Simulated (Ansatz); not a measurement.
Total energies of Li₃Si₂ from Ansatz at PBE0-D4/def2-TZVP, gas phase (1 Eh = 27.2114 eV = 2625.5 kJ/mol). The reference geometry is relaxed at PBE0-D4/def2-TZVP.

```csv
atom,x (Å),y (Å),z (Å)
Li1,-0.516,1.424,1.281
Li2,-0.743,1.011,-1.743
Li3,1.068,-1.973,0.715
Si4,1.102,0.261,-0.271
Si5,-0.911,-0.722,0.018
```

```json
{"state": "charge 0 doublet", "geometry": "reference", "energy (Eh)": "-601.25052"}
{"state": "charge 1 singlet", "geometry": "reference", "energy (Eh)": "-601.07141"}
{"state": "charge 0 quartet", "geometry": "relaxed at PBE0-D4/def2-TZVP", "energy (Eh)": "-601.21588"}
{"state": "free Li atom (doublet)", "geometry": "–", "energy (Eh)": "-7.46705"}
{"state": "free Si atom (triplet)", "geometry": "–", "energy (Eh)": "-289.24943"}
```

(1) Work out the vertical ionisation energy to the singlet.

(2) Which of the charge 0 states is lowest, and how far above it are the others?

(3) What is the binding energy per atom against free atoms?

(1) E(charge 1 singlet) − E(charge 0 doublet) = -601.07141 − (-601.25052) = 0.17911 Eh = 4.87 eV. For comparison, −ε of the highest occupied level of the spin that leaves is 3.32 eV at this level, 1.55 eV less.

(2) The doublet. quartet: -601.21588 − (-601.25052) = 0.03464 Eh = 90.9 kJ/mol.

(3) Atoms: 3 × (-7.46705) + 2 × (-289.24943) = -600.90001 Eh. Binding: -600.90001 − (-601.25052) = 0.35051 Eh = 9.54 eV, or 1.91 eV for each of 5 atoms (no zero-point energy, no counterpoise term).

The restricted singlet is unstable towards broken spin symmetry in Hartree–Fock (as tested in another run); at PBE0-D4/def2-TZVP this wasn't settled. 

The structure comes from a short search, and lower isomers may exist.
